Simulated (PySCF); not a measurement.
# Energy profile

The step: BHOF₂ ([OH][B]([F])[F]) + SiH₄ → BSiH₃F₂ ([F][B]([F])[SiH3]) + H₂O; bonds formed: B1–Si6, O2–H5; bonds broken: B1–O2, H5–Si6 (atoms numbered as in the saddle structure below).

```xyz
10
angstrom
B -0.1705 0.2510 -0.9632
O 1.1166 1.1034 -0.8794
F -0.0591 -0.7250 -1.8720
F -1.2683 1.0357 -1.0038
H 0.8300 0.4811 0.1105
Si -0.2265 -0.8252 1.0539
H 0.8774 2.0337 -0.7658
H 0.7973 -1.8815 1.2670
H -0.3601 -0.0155 2.2971
H -1.5367 -1.4575 0.7557
```

Electronic energies by CCSD(T) at an estimated basis limit (MP2 extrapolated from triple and quadruple zeta, plus CCSD(T) − MP2 in triple zeta), on PBE0-D4/def2-TZVP structures; BSiH5OF2, singlet; no counterpoise correction. Program: PySCF 2.14 with density fitting (its default auxiliary sets; JK sets also for MP2 and CCSD(T)). Basis: def2-TZVPP and def2-QZVPP. Cores are frozen in the correlated methods. Extrapolation: Hartree–Fock as exp(−7.88 √X), correlation as X^−2.97.

Problem. Give the profile in kJ/mol, counted from the separated reactants. (To be estimated.)

Solution. Computed:
```tsv
point	kJ/mol
separated: BHOF2 (linked as [OH][B]([F])[F]; B1, O2, F3, F4, H7; singlet) + SiH4 (H5, Si6, H8, H9, H10; singlet)	0.0
start structure	-5.2
saddle	249.6
end structure	125.0
separated: BSiH3F2 (linked as [F][B]([F])[SiH3]; B1, F3, F4, Si6, H8, H9, H10; singlet) + H2O (O2, H5, H7; singlet)	147.3
```

The T1 diagnostic stays at or below 0.014.

For scale, one of the runs: CCSD(T)/def2-TZVPP, 236 basis functions, launched by `OMP_NUM_THREADS=4 python run.py`. The run took 24 min on 4 CPU threads of an Intel Xeon (shared host), with 5.2 GiB of host memory at its peak.
